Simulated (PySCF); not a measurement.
**Dipole response of N⁺ (nitrogen, charge +1)**

[He] 2s2 2p2, high-spin 3P determinant. Calculation: PySCF 2.14, in def2-QZVPPD (8s4p4d2f1g, 63 functions); no relativity, point nucleus. Coupled (time-dependent) response in atomic units; α is the mean over directions.

```csv
method,mean α (bohr³),"α xx, yy, zz",C₆ (like pair),S(−4)
UHF,3.926,"3.995, 3.891, 3.891",8.211,13.48
PBE,3.912,"3.920, 3.908, 3.908",8.467,10.45
PBE0,3.863,"3.891, 3.850, 3.850",8.288,10.51
TPSS,3.924,"3.935, 3.919, 3.919",8.567,10.55
B97-3,3.777,"3.821, 3.755, 3.755",8.079,9.590
```

S(−4) is the Cauchy moment in α(ω) = α(0) + S(−4) ω² + …

α(iu) at UHF:

| u (hartree) | α(iu) (bohr³) |
| --- | --- |
| 0 | 3.926 |
| 0.0500 | 3.892 |
| 0.100 | 3.800 |
| 0.200 | 3.500 |
| 0.300 | 3.143 |
| 0.500 | 2.477 |
| 0.750 | 1.852 |
| 1.00 | 1.416 |
| 1.50 | 0.8890 |
| 2.00 | 0.6026 |
| 3.00 | 0.3259 |
| 5.00 | 0.1389 |

A single London oscillator, α(iu) = α/(1 + u²/ω²), gives C₆ = (3/4) ω α². Matching the computed C₆ needs ω = 4 × 8.211 / (3 × 3.926²) = 0.710 hartree.

For an ion, C₆ is the dispersion term alone; charge-induced terms of lower order in 1/R come first.

The components differ because the open shell of this determinant is not spherical; for a pure term their mean is the scalar polarisability.
